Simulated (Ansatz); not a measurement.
The cluster Ti2Se4. Charge 0, multiplicity 1. Geometry PBE0-D4/def2-SVP.

Cartesian coordinates in Å:
```
Ti -1.160 -0.057 0.176
Ti 1.022 -0.171 -0.552
Se -0.240 -2.262 -0.368
Se -0.647 0.791 -2.065
Se 0.649 -0.179 1.976
Se 0.375 1.878 0.832
```

The restricted singlet is unstable towards broken spin symmetry at other levels; at PBE-D4/def2-TZVP, r2SCAN-D4/def2-TZVP, r2SCANh-D4/def2-TZVP, PBE0-D4/def2-TZVP this wasn't settled. Another isomer (singlet) lies 0.37 eV lower at PBE0-D4/def2-TZVP; other spin states weren't run for this one.

Q: Estimate the orbital energies around the gap (eV) in Ansatz with PBE-D4/def2-TZVP, r2SCAN-D4/def2-TZVP, r2SCANh-D4/def2-TZVP, PBE0-D4/def2-TZVP.

A: 
| orbital | PBE-D4/def2-TZVP | r2SCAN-D4/def2-TZVP | r2SCANh-D4/def2-TZVP | PBE0-D4/def2-TZVP |
| --- | --- | --- | --- | --- |
| HOMO−9 | -8.36 | -8.74 | -9.23 | -9.72 |
| HOMO−8 | -7.56 | -7.81 | -8.22 | -8.66 |
| HOMO−7 | -7.31 | -7.53 | -7.92 | -8.34 |
| HOMO−6 | -6.52 | -6.78 | -7.16 | -7.56 |
| HOMO−5 | -6.47 | -6.73 | -7.14 | -7.56 |
| HOMO−4 | -6.45 | -6.71 | -7.08 | -7.46 |
| HOMO−3 | -6.04 | -6.31 | -6.69 | -7.08 |
| HOMO−2 | -6.00 | -6.17 | -6.50 | -6.87 |
| HOMO−1 | -4.86 | -5.18 | -5.70 | -6.27 |
| HOMO | -4.72 | -4.85 | -5.13 | -5.46 |
| LUMO | -3.51 | -3.40 | -3.09 | -2.66 |
| LUMO+1 | -3.43 | -3.39 | -3.05 | -2.58 |
| LUMO+2 | -3.27 | -3.17 | -2.79 | -2.28 |
| LUMO+3 | -2.47 | -2.41 | -2.27 | -2.06 |
| LUMO+4 | -2.45 | -2.35 | -2.03 | -1.73 |
| LUMO+5 | -2.44 | -2.33 | -1.96 | -1.61 |
